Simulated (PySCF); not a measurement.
Compound: C8H6FN.
Atom-mapped SMILES: `[N:1]#[C:2][CH2:3][c:4]1[cH:5][cH:6][cH:7][c:8]([F:9])[cH:10]1` (hydrogens: H11, H12 on C3; H13 on C5; H14 on C6; H15 on C7; H16 on C10)

Structure used (PBE0-D3(BJ)/def2-SVP), in Å, numbered top down from 1:
```xyz
16
C8H6FN angstrom
N      3.3122    1.6787   -0.5648
C      2.7192    0.7099   -0.3456
C      1.9626   -0.5081   -0.0660
C      0.4702   -0.2649   -0.0023
C     -0.3186   -0.3890   -1.1487
C     -1.6895   -0.1462   -1.0873
C     -2.2907    0.2236    0.1131
C     -1.4917    0.3458    1.2436
F     -2.0537    0.6932    2.3982
C     -0.1232    0.1092    1.2050
H      2.1992   -1.2449   -0.8495
H      2.3290   -0.9263    0.8848
H      0.1427   -0.6768   -2.0964
H     -2.3004   -0.2471   -1.9870
H     -3.3620    0.4169    0.1889
H      0.4614    0.2218    2.1206
```

All values: B3LYP/def2-SVPD (PySCF, non-relativistic), on one gas-phase PBE0-D3(BJ)/def2-SVP geometry that isn't relaxed in the solvent. The solvent is an IEF-PCM continuum (van der Waals radii × 1.2). Only the electrostatic response of the medium enters.

Gas phase at B3LYP/def2-SVPD: HOMO -7.40 eV, LUMO -1.27 eV, dipole 3.98 D.

Problem. What does the continuum do to the energy, the frontier levels and the dipole at B3LYP/def2-SVPD in acetone and acetonitrile?

Solution. 
```json
{"solvent": "acetone", "ε": "20.49", "E(solvent) − E(gas) (kcal/mol)": "-8.44", "polarisation term (kcal/mol)": "-10.32", "distortion of the solute (kcal/mol)": "1.88", "HOMO (eV)": "-7.14", "LUMO (eV)": "-0.98", "dipole (D)": "5.12"}
{"solvent": "acetonitrile", "ε": "35.69", "E(solvent) − E(gas) (kcal/mol)": "-8.75", "polarisation term (kcal/mol)": "-10.78", "distortion of the solute (kcal/mol)": "2.03", "HOMO (eV)": "-7.13", "LUMO (eV)": "-0.97", "dipole (D)": "5.16"}
```

The polarisation term is half the interaction of the solute with the surface charges that it induces; the rest is the cost of distorting the solute's density. The sum is the electrostatic part of solvation alone. From acetone to acetonitrile the lowering changes by a factor 1.04, Onsager's factor (ε − 1)/(2ε + 1) by 1.03 and ε itself by 1.7.

Problem. Which radius a makes the point-dipole formula ΔE = −[(ε − 1)/(2ε + 1)]·μ²/a³ give the value in acetonitrile, with the gas-phase dipole?

Solution. μ = 1.567 au and |ΔE| = 0.01394 Eh give a = 2.32 Å; the farthest nucleus lies 3.76 Å from the centroid of the nuclei, so such a sphere wouldn't even hold the nuclei. The formula assumes a rigid point dipole at the centre of a sphere.

Problem. Give the dipole vector in the frame of the coordinates (D, pointing from negative to positive charge), gas and acetonitrile.

Solution. Gas (-1.87, -3.47, -0.53), solvent (-2.11, -4.66, -0.68). Its length changes by +30 % and its direction by 4°.

Problem. How does the static polarisability (B3LYP/def2-SVPD, frozen core, with the continuum's full static response) change?

Solution. 
| medium | isotropic (au) | principal values (au) | ⟨r²⟩ of the electrons (bohr²) |
| --- | --- | --- | --- |
| gas | 94.9 | 69.4, 96.0, 119.2 | 1575.1 |
| acetone | 128.4 | 95.2, 134.4, 155.6 | 1576.8 |
| acetonitrile | 129.9 | 96.6, 136.2, 157.0 | 1576.9 |

The isotropic value in acetonitrile is 1.37 times the gas-phase one; no cavity-field correction is applied. ⟨r²⟩ is taken about the centre of nuclear charge.
